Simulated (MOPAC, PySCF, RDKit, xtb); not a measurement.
Noncovalent pair: H2S (SMILES S) (first 3 atoms) with CH4S (SMILES CS); geometry from B3LYP-D3(BJ)/def2-TZVP.
(charge 0, multiplicity 1):
```xyz
9

S      0.59624     0.39126     0.22884
H      0.16097     0.80606     1.43809
H     -0.63877     0.04382    -0.16653
C     -0.26577    -1.21371     3.68027
S     -0.31561     0.57881     4.01149
H      0.14230    -1.75578     4.53014
H     -1.29934    -1.52080     3.52988
H      0.30143    -1.42658     2.77662
H      1.00394     0.75245     4.19220
```

Counterpoise-corrected where a basis set is named; no monomer relaxation. Rows marked so take none. RDKit's UFF carries no charges.

Rows in STO-3G carry no dispersion term and start afresh at each structure. The state that PM3 reach isn't checked.

Codes used: MOPAC for PM3 (differences of heats of formation); PySCF for STO-3G rows; RDKit for the force fields; xtb for the GFN methods. 

Task: One of these levels gives -53.5 meV for the interaction energy. Name it.
A. HF/STO-3G (no counterpoise)
B. GFN2-xTB
C. PM3
D. UFF

Result: C, PM3. The others give 25.3 (UFF), -119.9 (GFN2-xTB), -7.2 (HF/STO-3G (no counterpoise))
